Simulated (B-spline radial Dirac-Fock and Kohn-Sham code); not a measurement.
## Satellites and hypersatellites of the K lines of Xe²⁵⁺

System: the Xe²⁵⁺ ion in the configuration 1s2 2s2 2p6 3s2 3p6 3d10 4s1.

The run's input, task.json:

```json
{"items": [{
  "Z": 54,
  "q": 25,
  "cfg": [[1, 0, 2], [2, 0, 2], [2, 1, 6], [3, 0, 2], [3, 1, 6], [3, 2, 10], [4, 0, 1]],
  "A": 132,
  "rrms": 4.7859,
  "do": ["binding", "quiet", "double"]
}]}
```

Launch: `python xray_run.py task.json out`

Level of theory: Dirac-Fock (average of configuration) total-energy differences with a finite nucleus, the Breit interaction including its frequency dependence, and self-energy and vacuum-polarisation corrections; a radial B-spline solver. Each two-hole energy is an average over J within one jj subconfiguration, not an observable level; in light atoms, where LS coupling holds, the j-resolved values are not observed lines, and for a K spectator the Kα1 hypersatellite is nearly forbidden. Correlation energy is missing from these numbers.

Lines without a spectator: Kα2 (K-L2) 29476.1 eV, Kα1 (K-L3) 29798.0 eV, Kβ3 (K-M2) 33633.2 eV, Kβ1 (K-M3) 33698.1 eV. Shifts in eV with one spectator hole (a dash: not computed, or left out as unreliable):

```
spectator hole    Kα2     Kα1     Kβ3     Kβ1
    L2 (2p1/2)  +73.6   +93.5       –  +196.8
    L3 (2p3/2)  +69.4   +70.6  +170.8       –
    M2 (3p1/2)      –  +13.39   +31.4   +36.8
    M3 (3p3/2)  +9.78       –   +31.3   +31.0
    M4 (3d3/2)  +3.45   +0.52       –       –
    M5 (3d5/2)  -0.29   +2.22       –       –
```

Q: Where does the K-L3 hypersatellite lie, emitted when both K electrons are missing?

A: +662.2 eV from the normal line, at 30460.2 eV. Removing both K electrons costs 71736.4 eV, which is 929.0 eV more than twice the K binding energy.

With n spectator holes in 2p, averaged over the 2p shell (energies in eV):

```csv
n,KαLⁿ,step,hypersatellite KαʰLⁿ
0,29690.7,–,30344.8
1,29767.3,+76.6,30423.1
2,29845.3,+78.0,30502.8
3,29924.8,+79.5,30583.9
4,30005.7,+80.9,30666.5
5,30088.0,+82.3,30750.5
```
